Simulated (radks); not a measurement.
Question: Species: Lu60+. Configuration: [Ne] 3s1. All-electron calculation, scalar-relativistic Kohn-Sham, exchange-only LDA, spin-polarised, spherical densities, point nucleus; open shells are filled with parallel spins first (spin-orbit coupling, left out, can overturn this in heavy ions). Program: a radial shooting solver on a logarithmic mesh with Libxc functionals. Some entries of the table are withheld. Estimate them.

orbital,occ.,eigenvalue (Ry),<r^2> (bohr^2)
1s up,1,-5014.462,0.0005117
1s down,1,-5014.109,0.0005117
2s up,1,(1),0.007673
2s down,1,(2),0.007666
2p up,3,-1048.135,0.006232
2p down,3,-1047.798,0.006226
3s up,1,-471.6266,0.04224
3s down,0,-469.1457,0.04219

Answer: 
(1) 2s up eigenvalue (Ry): -1139.587
(2) 2s down eigenvalue (Ry): -1139.211
